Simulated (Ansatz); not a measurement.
All numbers were calculated with Ansatz.

A structure relaxed at PBE0-D4/def2-TZVP, charge 0, multiplicity 1:

```json
{"atom": "Br1", "x (Å)": "-1.833", "y (Å)": "-1.652", "z (Å)": "0.557"}
{"atom": "Si2", "x (Å)": "-0.138", "y (Å)": "-0.260", "z (Å)": "0.584"}
{"atom": "C3", "x (Å)": "0.569", "y (Å)": "0.409", "z (Å)": "-0.887"}
{"atom": "N4", "x (Å)": "-0.247", "y (Å)": "1.243", "z (Å)": "-0.352"}
{"atom": "H5", "x (Å)": "0.503", "y (Å)": "-0.250", "z (Å)": "1.906"}
{"atom": "H6", "x (Å)": "1.145", "y (Å)": "0.511", "z (Å)": "-1.808"}
```

(1) Give its formula and SMILES.

(2) Summarise the bond lengths by kind.

## Answers

(1) CH2BrNSi, `Br[SiH]1C=N1`.

(2) 1 × Br–Si 2.194 Å; 1 × C–Si 1.764 Å; 1 × N–Si 1.774 Å; 1 × H–Si 1.469 Å; 1 × C–N 1.283 Å; 1 × C–H 1.091 Å.
